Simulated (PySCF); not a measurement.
## Electron correlation in Pb⁺ (lead, charge +1)

[Xe] 4f14 5d10 6s1 6p1 7s1, high-spin 4P determinant (an excited configuration). Computed with PySCF 2.14 in aug-cc-pVTZ-PP with ECP60MDF (6s5p4d2f, 55 functions), with scalar relativity through the core potential. Frozen: 5s2 5p6 5d10; 3 electrons correlated.

MP2 pair energies summed by pair of shells (mhartree):

```csv
pair,energy,share (%)
6p-7s,-2.85,42.0
6s-6p,-1.98,29.1
6s-7s,-1.97,29.0
```

Total MP2 correlation energy: -6.80 mhartree.

Same-spin part -6.80 and opposite-spin part 0.00 mhartree; SCS-MP2 scales them by 1/3 and 6/5 to -2.27 mhartree.
